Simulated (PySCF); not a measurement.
## Peak assignment

Numbering as in the mapped SMILES `[CH3:1][C:2](=[O:3])[NH:4]/[C:5]([CH3:6])=[CH:7]\[F:8]`. Hydrogens are named by the atom that carries them.

Calculated, not measured (PySCF 2.14): GFN2-xTB structure, GIAO PBE0/pcSseg-1 shieldings. Fast rotation and ring inversion assumed for equivalent nuclei, gas phase, non-relativistic Hamiltonian, one computed conformer.

δ = σ(ref) − σ, references computed at the same level: TMS for 13C (σ = 186.93 ppm) and 1H (σ = 31.72 ppm).

Problem. Assign these signals to the numbered atoms. 13C{1H} NMR (computed): δ 168.2, 139.1, 129.4, 25.9, 16.5.

Solution. 
168.2 → C2, amide carbonyl carbon: it is a carbonyl in resonance with an O or N lone pair, the region of acids, esters and amides
139.1 → C7, β carbon of an enol-ether or enamine type C=C
129.4 → C5, alkene carbon bearing nitrogen: the olefinic region
25.9 → C1, methyl carbon α to a carbonyl: the adjacent C=O deshields it moderately
16.5 → C6, allylic methyl carbon: aliphatic region, no heteroatom directly attached

Problem. Assign these signals to the numbered atoms. 1H NMR (500 MHz, computed): δ 6.49 (br, 1H), 6.28 (m, 1H), 2.31 (s, 3H), 1.97 (s, 3H).

Solution. 
| δ (ppm) | atoms | environment | reason |
| --- | --- | --- | --- |
| 6.49 | H(N4) | hydrogen on an amide-type nitrogen | exchangeable, gas-phase position |
| 6.28 | H(C7) | hydrogen on a β carbon of an enol-ether or enamine type C=C | olefinic region |
| 2.31 | H(C6) | hydrogen on an allylic methyl carbon | allylic position |
| 1.97 | H(C1) | hydrogen on a methyl carbon α to a carbonyl | α to C=O |

OH/NH shifts are gas-phase values; hydrogen bonding in solution moves them, usually downfield. Splittings by 19F in the carbon and heteronuclear signals aren't shown, as no couplings were computed. Shifts are as computed. Against solution values, carbons near 30 ppm lie about +3 ppm off and those near 130 ppm about +5 ppm. Of 1211 compounds with measured shifts, 218 miss one by over three times the rms of a fit or turn the order of signals round; such compounds aren't used in these exercises. Hydrogen bonding in solution deshields acid and N–H amide carbonyl carbons by as much as 10 ppm beyond these values. Multiplicities follow the n + 1 count of equivalent neighbours, as no J values were calculated; m marks all less simple cases, F and P coupling included.
